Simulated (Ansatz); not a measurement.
`BCC=N` + H₂ → `CC=N` + BH₃ at 600 K and 1 bar (hydrogenolysis of a C–B bond).

Gas-phase electronic energies from Ansatz, PBE0-D4/def2-TZVP geometries. CBS: MP2 limit from def2 TZ/QZ plus the TZ coupled-cluster correction, frozen cores. This one scheme is used for every species. Each species was taken in one conformer, which may not be the lowest.

```json
{"species": "`BCC=N`", "CCSD(T)/CBS energy (Eh)": "-159.16580", "H − E (kJ/mol)": "256.7", "S (J/(mol·K))": "370.4"}
{"species": "H₂", "CCSD(T)/CBS energy (Eh)": "-1.17544", "H − E (kJ/mol)": "43.9", "S (J/(mol·K))": "150.8"}
{"species": "`CC=N`", "CCSD(T)/CBS energy (Eh)": "-133.79309", "H − E (kJ/mol)": "216.6", "S (J/(mol·K))": "315.6"}
{"species": "BH₃", "CCSD(T)/CBS energy (Eh)": "-26.55200", "H − E (kJ/mol)": "91.5", "S (J/(mol·K))": "217.3"}
```

H − E and S are ideal-gas, rigid-rotor, harmonic terms from PBE0-D4/def2-TZVP, for one conformer and one mirror image of each species. The MP2-based limit puts H₂ 0.8 mEh under its directly extrapolated value; such offsets cancel only in part. 1 Eh = 2625.50 kJ/mol, R = 8.31446 J/(mol·K).

**Question.** By hand: ΔE, ΔH, ΔS and ΔG.

**Answer.** ΔE = (-133.79309) + (-26.55200) − (-159.16580) − (-1.17544) = -0.00385 Eh = -10.1 kJ/mol. Δ(H − E) = 216.6 + 91.5 − 256.7 − 43.9 = 7.5, so ΔH = -2.6 kJ/mol. ΔS = 315.6 + 217.3 − 370.4 − 150.8 = 11.7 J/(mol·K). ΔG = -2.6 − 600 × (11.7)/1000 = -9.6 kJ/mol.

**Question.** By hand: the equilibrium constant, and the temperature at which ΔG would vanish if ΔH and ΔS stayed fixed.

**Answer.** log₁₀ K = −ΔG/(RT ln 10) = 0.8. ΔH and −TΔS have one sign here, so there is no such temperature. One of them is within its doubt of zero, so this could turn.

TΔS isn't small against ΔH here. A doubt of 5 kJ/mol in ΔE shifts log₁₀ K by 0.4 here. Other conformers and mirror images would add mixing entropy, several J/(mol·K) or more a flexible species. These are equilibria of isolated gas molecules and say nothing of rates. Largest T1 diagnostic: 0.012 (customary marks: 0.02 for closed shells, 0.045 for open ones).
